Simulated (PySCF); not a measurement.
GaH2I, SMILES [I][GaH2]. Heavy atoms are numbered as in [GaH2:1][I:4]. Hydrogens are named by the atom that carries them.

Geometry optimised at B3LYP-D3(BJ)/def2-TZVP. The def2 effective core potentials stand for the cores of I; spin–orbit coupling is left out.

Computed with HF/def2-TZVPD run with PySCF.

Mulliken values depend strongly on the basis, most of all with diffuse functions as here. ESP charges are fitted to the potential on shells at 1.4 to 2.0 van der Waals radii. Atomic charges (e), one atom of each kind:

| atom | Mulliken | ESP fit |
|---|---|---|
| Ga1 (GaH2) | 0.64 | 0.68 |
| H on Ga1 | -0.19 | -0.20 |
| I4 | -0.27 | -0.29 |
